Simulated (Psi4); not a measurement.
C$_{3}$H$_{9}$B, singlet, at a GFN2-xTB geometry; HF/6-31G, TDA (Psi4).

Psi4 was given this input:
```
memory 2 GB

molecule mol {
0 1
  B     0.000015    0.000503    0.000483
  C     1.521452   -0.155952   -0.386624
  H     1.829046   -1.200461   -0.354777
  H     2.147121    0.355853    0.344616
  H     1.777813    0.236837   -1.367604
  C    -0.537682   -0.613468    1.350676
  H    -1.297080   -1.367396    1.143740
  H    -1.035326    0.145115    1.953691
  H     0.226722   -1.079589    1.967690
  C    -0.983755    0.769614   -0.963821
  H    -2.002358    0.853352   -0.592757
  H    -1.026346    0.275800   -1.934371
  H    -0.619756    1.776811   -1.164031
symmetry c1
}

set basis 6-31g
set reference rhf
set puream true
set save_jk true
set tdscf_states [5]
set tdscf_tda true
set d_convergence 1e-8

energy('td-scf')
print_variables()
```

The log (banner, timings and long lists left out):

```
   => Loading Basis Set <=

    Name: 6-31G
    Role: ORBITAL
    Keyword: BASIS

         ---------------------------------------------------------
                                   SCF
               by Justin Turney, Rob Parrish, Andy Simmonett
                          and Daniel G. A. Smith
                              RHF Reference
         ---------------------------------------------------------

  ==> Geometry <==

    Molecular point group: c1
    Full point group: C1

    Geometry (in Angstrom), charge = 0, multiplicity = 1:

       Center              X                  Y                   Z               Mass
    ------------   -----------------  -----------------  -----------------  -----------------
         B            0.000011792847     0.000428839513     0.000407094930    11.009305360000
         C            1.521448792847    -0.156026160487    -0.386699905070    12.000000000000
         H            1.829042792847    -1.200535160487    -0.354852905070     1.007825032230
         H            2.147117792847     0.355778839513     0.344540094930     1.007825032230
         H            1.777809792847     0.236762839513    -1.367679905070     1.007825032230
         C           -0.537685207153    -0.613542160487     1.350600094930    12.000000000000
         H           -1.297083207153    -1.367470160487     1.143664094930     1.007825032230
         H           -1.035329207153     0.145040839513     1.953615094930     1.007825032230
         H            0.226718792847    -1.079663160487     1.967614094930     1.007825032230
         C           -0.983758207153     0.769539839513    -0.963896905070    12.000000000000
         H           -2.002361207153     0.853277839513    -0.592832905070     1.007825032230
         H           -1.026349207153     0.275725839513    -1.934446905070     1.007825032230
         H           -0.619759207153     1.776736839513    -1.164106905070     1.007825032230

  Running in c1 symmetry.

  Rotational constants: A =      0.24247  B =      0.24236  C =      0.12970 [cm^-1]
  Rotational constants: A =   7269.00683  B =   7265.80982  C =   3888.27658 [MHz]
  Nuclear repulsion =  112.543409716559722

  Charge       = 0
  Multiplicity = 1
  Electrons    = 32
  Nalpha       = 16
  Nbeta        = 16

  ==> Algorithm <==

  SCF Algorithm Type is DF.
  DIIS enabled.
  MOM disabled.
  Fractional occupation disabled.
  Guess Type is SAD.
  Energy threshold   = 1.00e-06
  Density threshold  = 1.00e-08
  Integral threshold = 1.00e-12

  ==> Primary Basis <==

  Basis Set: 6-31G
    Blend: 6-31G
    Number of shells: 38
    Number of basis functions: 54
    Number of Cartesian functions: 54
    Spherical Harmonics?: true
    Max angular momentum: 1

   => Loading Basis Set <=

    Name: (6-31G AUX)
    Role: JKFIT
    Keyword: DF_BASIS_SCF

  ==> Integral Setup <==

  SCF_SUBTYPE=INCORE selected. In-core MEM_DF algorithm will be used.
  Using in-core AOs.

  ==> MemDFJK: Density-Fitted J/K Matrices <==

    J tasked:                   Yes
    K tasked:                   Yes
    wK tasked:                   No
    Algorithm:                 Core
    Schwarz Cutoff:           1E-12
    Mask sparsity (%):       0.2058
    Fitting Condition:        1E-10

   => Auxiliary Basis Set <=

  Basis Set: (6-31G AUX)
    Blend: CC-PVDZ-JKFIT
    Number of shells: 177
    Number of basis functions: 487
    Number of Cartesian functions: 549
    Spherical Harmonics?: true
    Max angular momentum: 3

  Minimum eigenvalue in the overlap matrix is 7.5480687789E-03.
  Reciprocal condition number of the overlap matrix is 1.4759094213E-03.
    Using symmetric orthogonalization.

  ==> Pre-Iterations <==

  SCF Guess: Superposition of Atomic Densities via on-the-fly atomic UHF (no occupation information).

   -------------------------
    Irrep   Nso     Nmo
   -------------------------
     A         54      54
   -------------------------
    Total      54      54
   -------------------------

  ==> Iterations <==

                           Total Energy        Delta E     RMS |[F,P]|

   @DF-RHF iter SAD:  -142.47820597460867   -1.42478e+02   0.00000e+00
   @DF-RHF iter   1:  -143.35525449187159   -8.77049e-01   8.58610e-03 DIIS/ADIIS
   @DF-RHF iter   2:  -143.47515406813761   -1.19900e-01   3.33734e-03 DIIS/ADIIS
   @DF-RHF iter   3:  -143.49269545829304   -1.75414e-02   5.01438e-04 DIIS/ADIIS
   @DF-RHF iter   4:  -143.49368585609687   -9.90398e-04   6.70772e-05 DIIS
   @DF-RHF iter   5:  -143.49370362602974   -1.77699e-05   9.93808e-06 DIIS
   @DF-RHF iter   6:  -143.49370393539249   -3.09363e-07   2.11681e-06 DIIS
   @DF-RHF iter   7:  -143.49370395687646   -2.14840e-08   4.02155e-07 DIIS
   @DF-RHF iter   8:  -143.49370395748429   -6.07827e-10   4.36400e-08 DIIS
   @DF-RHF iter   9:  -143.49370395749270   -8.41283e-12   9.78791e-09 DIIS
  Energy and wave function converged.

  ==> Post-Iterations <==

    Orbital Energies [Eh]
    ---------------------

    Doubly Occupied:

[...]
      16A     -0.433198

    Virtual:

[...]
    Final Occupation by Irrep:
              A
    DOCC [    16 ]
    NA   [    16 ]
    NB   [    16 ]

  @DF-RHF Final Energy:  -143.49370395749270

   => Energetics <=

    Nuclear Repulsion Energy =            112.5434097165597223
    One-Electron Energy =                -414.6935121433944005
    Two-Electron Energy =                 158.6563984693419798
    Total Energy =                       -143.4937039574926985

Computation Completed

Properties will be evaluated at   0.000000,   0.000000,   0.000000 [a0]

Properties computed using the SCF density matrix

 Multipole Moments:

 ------------------------------------------------------------------------------------
     Multipole            Electronic (a.u.)      Nuclear  (a.u.)        Total (a.u.)
 ------------------------------------------------------------------------------------

 L = 1.  Multiply by 2.5417464519 to convert [e a0] to [Debye]
[...]
**********       The names of excited state variables changed between 1.5       **********
**********     and 1.6. For a quick solution, remove the symmetry specifier     **********
**********   from the variable name. For full details, see 'Notes on Psivars'   **********
**********                        in the documentation.                         **********
******************************************************************************************

         ---------------------------------------------------------
                         TDSCF excitation energies
                 by Andrew M. James and Daniel G. A. Smith
         ---------------------------------------------------------

  ==> Options <==

     Residual threshold  : 1.0000e-06
     Initial guess       : denominators
     Reference           : RHF
     Solver type         : TDA (Davidson)

  ==> Requested Excitations <==

      5 singlet states with A symmetry

  ==> Seeking the lowest 5 singlet states with A symmetry

                         Generalized Davidson Solver
                               By Ruhee Dcunha

  ==> Options <==

    Max number of iterations        = 60
    Eigenvector tolerance           = 1.0000e-06
    Max number of expansion vectors = 1500

  => Iterations <=
                           Max[D[value]]     Max[|R|]   # vectors
  DavidsonSolver iter   1:   4.49234e-01  9.34563e-02     20
  DavidsonSolver iter   2:   1.59898e-02  2.85573e-02     25
  DavidsonSolver iter   3:   2.07178e-03  2.16481e-02     30
  DavidsonSolver iter   4:   1.19256e-03  1.02426e-02     35
  DavidsonSolver iter   5:   2.76850e-04  5.17679e-03     40
  DavidsonSolver iter   6:   5.16600e-05  3.46800e-03     45
  DavidsonSolver iter   7:   1.14475e-05  1.65404e-03     50
  DavidsonSolver iter   8:   1.65410e-06  5.69558e-04     55
  DavidsonSolver iter   9:   1.80053e-07  2.28709e-04     60
  DavidsonSolver iter  10:   5.54728e-08  8.26524e-05     63
  DavidsonSolver iter  11:   6.24334e-09  2.85145e-05     66
  DavidsonSolver iter  12:   8.72724e-10  1.57390e-05     69
  DavidsonSolver iter  13:   1.95284e-10  7.34676e-06     71
  DavidsonSolver iter  14:   2.66827e-11  2.41512e-06     73
  DavidsonSolver iter  15:   3.32884e-12  7.88150e-07     75      Converged

******************************************************************************************
**********                               WARNING                                **********
**********  Length-gauge rotatory strengths are **NOT** gauge-origin invariant  **********
******************************************************************************************

                                    Excitation Energy         Total Energy        Oscillator Strength             Rotatory Strength
     #   Sym: GS->ES (Trans)        au              eV              au          au (length)    au (velocity)    au (length)    au (velocity)
    ---- -------------------- --------------- --------------- --------------- --------------- --------------- --------------- ---------------
     1        A->A (1 A)       0.28015         7.62314        -143.21356       0.0000          0.0000          0.0061          0.0042
     2        A->A (1 A)       0.28016         7.62352        -143.21354       0.0000          0.0000         -0.0062         -0.0043
     3        A->A (1 A)       0.42180         11.47785       -143.07190       0.0292          0.0112         -0.0017         -0.0011
     4        A->A (1 A)       0.43556         11.85207       -143.05815       0.4062          0.3540         -0.0010         -0.0021
     5        A->A (1 A)       0.43561         11.85344       -143.05810       0.4083          0.3557         -0.0001          0.0013

Contributing excitations
Only contributions with abs(coeff) > 1.00e-01 will be printed:

Excited State    1 (1 A):   0.28015 au   162.64 nm f = 0.0000
  Sums of squares: Xssq =  1.000000e+00
     10a  ->  17a     0.144905 ( 2.100%)
     16a  ->  17a     0.972932 (94.660%)
     16a  ->  33a    -0.106989 ( 1.145%)

Excited State    2 (1 A):   0.28016 au   162.63 nm f = 0.0000
  Sums of squares: Xssq =  1.000000e+00
      9a  ->  17a     0.144836 ( 2.098%)
     15a  ->  17a     0.972970 (94.667%)
     15a  ->  33a    -0.107023 ( 1.145%)

Excited State    3 (1 A):   0.42180 au   108.02 nm f = 0.0292
  Sums of squares: Xssq =  1.000000e+00
     14a  ->  17a     0.987339 (97.484%)

Excited State    4 (1 A):   0.43556 au   104.61 nm f = 0.4062
  Sums of squares: Xssq =  1.000000e+00
      8a  ->  20a     0.128778 ( 1.658%)
     13a  ->  17a     0.382513 (14.632%)
     15a  ->  18a    -0.619159 (38.336%)
     15a  ->  19a    -0.171433 ( 2.939%)
     16a  ->  18a     0.578553 (33.472%)
     16a  ->  20a     0.171957 ( 2.957%)

Excited State    5 (1 A):   0.43561 au   104.60 nm f = 0.4083
  Sums of squares: Xssq =  1.000000e+00
      8a  ->  19a    -0.129130 ( 1.667%)
     12a  ->  17a    -0.378040 (14.291%)
     15a  ->  18a    -0.578647 (33.483%)
     15a  ->  20a     0.172180 ( 2.965%)
     16a  ->  18a    -0.621188 (38.587%)
     16a  ->  19a     0.172702 ( 2.983%)

******************************************************************************************
**********                               WARNING                                **********
**********       The names of excited state variables changed between 1.5       **********
**********     and 1.6. For a quick solution, remove the symmetry specifier     **********
**********   from the variable name. For full details, see 'Notes on Psivars'   **********
**********                        in the documentation.                         **********
******************************************************************************************

  Variable Map:
  ----------------------------------------------------------------------------
[...]
  Array Variable Map:
  ----------------------------------------------------------------------------
[...]
[...]
```
